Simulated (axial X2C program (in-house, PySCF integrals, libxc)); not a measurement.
Spin–orbit effects down a group: molecules with K (ions), CCSD(T)

All values come from calculations with an in-house relativistic program for diatomic molecules, spin-free (one-electron X2C) or two-component (2c: spin–orbit coupling with atomic mean-field Coulomb and Gaunt terms, which also bring small scalar terms), in Dyall basis sets with cores contracted in-house; open shells are unrestricted.

Basis sets: H dyall-v3z, K dyall-cv3z, Li dyall-cv3z, Na dyall-cv3z. Frozen shells (counts by l): KH⁺ K 2s1p, H none, 9 electrons correlated; LiK⁺ K 2s1p, Li 1s, 9 electrons correlated; NaK⁺ K 2s1p, Na 2s1p, 9 electrons correlated. Coupled cluster in natural virtuals with an MP2 remainder. Where the outer core of a metal is frozen, bonds come out longer and ionisation energies lower.

| molecule | spin-free state | Re (Å) | ωe (cm⁻¹) | De (eV) | 2c state | Re 2c (Å) | ωe 2c (cm⁻¹) | De 2c (eV) |
| --- | --- | --- | --- | --- | --- | --- | --- | --- |
| KH⁺ | M_S = 1/2, Λ = 0 | 3.057 | 223.0 | 0.04 | Ω = 1/2 | 3.058 | 223.0 | 0.04 |
| LiK⁺ | M_S = 1/2, Λ = 0 | 3.878 | 153.0 | 0.59 | Ω = 1/2 | 3.877 | 153.3 | 0.59 |
| NaK⁺ | M_S = 1/2, Λ = 0 | 4.127 | 91.0 | 0.61 | Ω = 1/2 | 4.128 | 91.0 | 0.61 |

**Question.** Work out the shifts from the spin-free to the two-component result.

**Answer.** 

| molecule | 2c state | ΔRe (Å) | Δωe (cm⁻¹) | ΔDe (eV) |
| --- | --- | --- | --- | --- |
| KH⁺ | Ω = 1/2 | 0.001 | 0.0 | 0.00 |
| LiK⁺ | Ω = 1/2 | -0.001 | noise | 0.00 |
| NaK⁺ | Ω = 1/2 | 0.001 | 0.0 | 0.00 |

Shifts of one unit in the last digit are rounding. Where the truncated virtual spaces of the two runs make Δωe unreliable it is marked noise.

Fragments in 2c: K+ + H, K+ + Li, K+ + Na. Each entry is the lowest single determinant of a limited PBE0 search at one distance. De goes to single-determinant-based atoms at the same level (for ions the charge split of lowest energy) and is withheld (n/a) where an atom does not fit its ground term or J level. Main or longest-lived isotopes.
